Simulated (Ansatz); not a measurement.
C2H3AlO, relaxed with RKS PBE0-D4/def2-TZVP in Ansatz 0.2.0 from a PBE-D4/def2-SVP geometry. The force threshold is 0.005 eV/Å; the program also tests the step.

Charge 0, multiplicity 1.

Start:

```xyz
7

C     0.435    0.122   -0.843
C    -0.327   -0.873   -0.286
Al   -0.334    0.352    1.179
O     0.674    1.232   -0.063
H     0.892    0.153   -1.855
H    -0.604   -1.812   -0.777
H    -0.736    0.827    2.645
```

Question: By how much does the energy fall, and how many steps does the optimiser take? (Estimate.)

Answer: Ansatz gave: 4.76 kJ/mol, in 7 steps.

Question: Which bonds change most? (An estimate is asked.)

Answer: The calculation gave: Al3–O4 from 1.825 to 1.777 Å; C1–C2 from 1.372 to 1.351 Å; C1–H5 from 1.111 to 1.091 Å.

Question: Give the relaxed structure. (An estimate is asked.)

Answer: The calculation gave: 
```xyz
7

C     0.427    0.112   -0.837
C    -0.326   -0.863   -0.282
Al   -0.320    0.363    1.158
O     0.659    1.217   -0.054
H     0.881    0.147   -1.828
H    -0.594   -1.786   -0.769
H    -0.728    0.809    2.613
```
